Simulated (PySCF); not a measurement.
# Fine-structure interval along the 13-electron series

Calculated with PySCF 2.14 and a two-component X2C-1e Hamiltonian (Gaussian nucleus, no Breit or QED terms), each ion in its own even-tempered basis scaled to its charge; GMP2 freezes 1s2 and drops the highest virtual spinors. Values in cm⁻¹.

```csv
ion,configuration,GHF (screened spin-orbit),GMP2 (screened spin-orbit),GHF (bare spin-orbit)
Cr¹¹⁺,[Ne] 3s2 3p1,14131,12903,15321
Fe¹³⁺,[Ne] 3s2 3p1,21055,19804,22730
```

Problem. Fill in the row of Mn¹²⁺.

Solution. configuration: [Ne] 3s2 3p1; GHF (screened spin-orbit): 17317; GMP2 (screened spin-orbit): 16087; GHF (bare spin-orbit): 18736.
